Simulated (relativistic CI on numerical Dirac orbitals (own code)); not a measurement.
Slater and spin-orbit integrals, Sb XXV

Computed by Dirac-Coulomb-Breit CI, KLI orbitals optimised for each configuration, model QED (radiative potential, 1s self-energy scaled to tabulated hydrogen-like ionisation energies), unscaled Slater integrals (own radial code, finite nucleus).

Slater integrals F^k, G^k are unscaled and averaged over j, outside the closed core [Ne]; ζ comes from projecting the Hamiltonian with its Breit term on Σ l·s of the shell.

- 3s²3p⁶3d⁹: ζ(3d) = 32048 cm⁻¹; <r>(3d) = 0.2917, <r^2>(3d) = 0.09984 (bohr units).
- 3s²3p⁵3d¹⁰: ζ(3p) = 263070 cm⁻¹; <r>(3p) = 0.3188, <r^2>(3p) = 0.1176 (bohr units).
- 3s²3p⁶3d⁸4s: F^2(3d,3d) = 349140, F^4(3d,3d) = 224170, ζ(3d) = 32842, G^2(3d,4s) = 34871 cm⁻¹; <r>(3d) = 0.2887, <r^2>(3d) = 0.09767, <r>(4s) = 0.6617, <r^2>(4s) = 0.4913 (bohr units).

Problem. Give the Racah parameters of the d shell in 3s²3p⁶3d⁸4s.

Solution. B = F²/49 − 5F⁴/441 = 4584 cm⁻¹ and C = 35F⁴/441 = 17792 cm⁻¹.

Averages of the first 10 configurations, taken without configuration mixing, which lowers the lowest level and can move excited configurations by several eV; other configurations of the list can lie among them:

```
Configuration  Parity  States  Average energy above the lowest level (eV)
    3s²3p⁶3d⁹    even      10                                         4.1
   3s²3p⁵3d¹⁰     odd       6                                       250.6
    3s3p⁶3d¹⁰    even       2                                       413.3
  3s²3p⁶3d⁸4s    even      90                                       518.6
  3s²3p⁶3d⁸4p     odd     270                                       575.7
  3s²3p⁶3d⁸4d    even     450                                       658.8
 3s²3p⁴3d¹⁰4s    even      30                                      1006.5
  3s²3p⁶3d⁸4f     odd     630                                       739.6
  3s²3p⁵3d⁹4s     odd     120                                       760.2
 3s²3p⁶3d⁷4s²    even     120                                      1056.7
```
